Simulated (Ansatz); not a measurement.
A run on C₂H₉NOSi, SMILES `CN([SiH3])CO` with other settings.

```yaml
crystal:
  periodic: [false, false, false]
  atoms:
    - {symbol: C, position_ang: [-1.367119, 0.520473, 0.399762]}
    - {symbol: N, position_ang: [-0.073240, -0.035936, 0.054860]}
    - {symbol: Si, position_ang: [0.199199, -1.734497, 0.119446]}
    - {symbol: C, position_ang: [0.769671, 0.836756, -0.705507]}
    - {symbol: O, position_ang: [1.209891, 1.952321, 0.032608]}
    - {symbol: H, position_ang: [-1.244809, 1.497182, 0.874050]}
    - {symbol: H, position_ang: [-1.883461, -0.132717, 1.106418]}
    - {symbol: H, position_ang: [-2.012630, 0.646678, -0.480496]}
    - {symbol: H, position_ang: [1.667137, -1.954349, 0.043138]}
    - {symbol: H, position_ang: [-0.441998, -2.515760, -0.981250]}
    - {symbol: H, position_ang: [-0.352826, -2.250941, 1.399896]}
    - {symbol: H, position_ang: [1.620087, 0.255809, -1.085842]}
    - {symbol: H, position_ang: [0.237722, 1.267603, -1.563157]}
    - {symbol: H, position_ang: [1.659574, 1.618178, 0.814976]}
basis:
  gaussian: {orbitals: def2-TZVPD}
hamiltonian: {xc: {name: PBE0}, dispersion: d4}
output: {forces: true}
```

```sh
$ ansatz run in.yaml --threads 4 --pin off --events-out ev --progress --plain --max-ram 10444MiB
```

Shortened log:

```
Functional definition: PBE0
1466 factors; their error is unknown
mean field evaluation 1: about -13619.6238 eV, gradient 6.5e1 eV
mean field evaluation 2: about -13608.0358 eV, gradient 9.8e1 eV
mean field evaluation 4: about -13628.0380 eV, gradient 4.9e0 eV
mean field evaluation 8: about -13628.0768 eV, gradient 5.0e-1 eV
mean field evaluation 16: about -13628.0771 eV, gradient 2.2e-5 eV
mean field -13628.07708734 eV, -500.8225955174 hartree, gradient 2.2e-5 eV, S^2 0.000000; 0 other end points of the search recorded, 0 dependent functions left out
reference -13628.07713145 eV, -500.8225971385 hartree; 25, 25 occupied and 250, 250 virtual orbitals, 1466 factors
Total energy: -13628.31885156 eV, -500.8314801887 hartree
Atom 0 at    -1.367119     0.520473     0.399762 Å, force    -0.003850     0.001164     0.000804 eV/Å
Atom 1 at    -0.073240    -0.035936     0.054860 Å, force     0.002164     0.013650    -0.006278 eV/Å
Atom 2 at     0.199199    -1.734497     0.119446 Å, force     0.005926    -0.014645     0.005883 eV/Å
Atom 3 at     0.769671     0.836756    -0.705507 Å, force    -0.025939    -0.039603    -0.025393 eV/Å
Atom 4 at     1.209891     1.952321     0.032608 Å, force     0.020804     0.003801     0.009761 eV/Å
Atom 5 at    -1.244809     1.497182     0.874050 Å, force    -0.008678    -0.001554     0.005516 eV/Å
Atom 6 at    -1.883461    -0.132717     1.106418 Å, force    -0.000103     0.000782     0.001541 eV/Å
Atom 7 at    -2.012630     0.646678    -0.480496 Å, force     0.001392    -0.000918    -0.003217 eV/Å
Atom 8 at     1.667137    -1.954349     0.043138 Å, force     0.001024     0.002238    -0.001236 eV/Å
Atom 9 at    -0.441998    -2.515760    -0.981250 Å, force    -0.003347     0.003724    -0.003597 eV/Å
Atom 10 at    -0.352826    -2.250941     1.399896 Å, force    -0.001631     0.001909    -0.000035 eV/Å
Atom 11 at     1.620087     0.255809    -1.085842 Å, force     0.001196     0.011971     0.001130 eV/Å
Atom 12 at     0.237722     1.267603    -1.563157 Å, force    -0.000566    -0.001543    -0.002828 eV/Å
Atom 13 at     1.659574     1.618178     0.814976 Å, force     0.011606     0.019024     0.017948 eV/Å
Dipole moment:    -0.054484    -0.146776     0.066090 e Å
```

Hardware: 4 threads of an Intel Xeon 6975P-C on a shared host. Wall time 2.9 s, peak host memory 0.89 GiB.
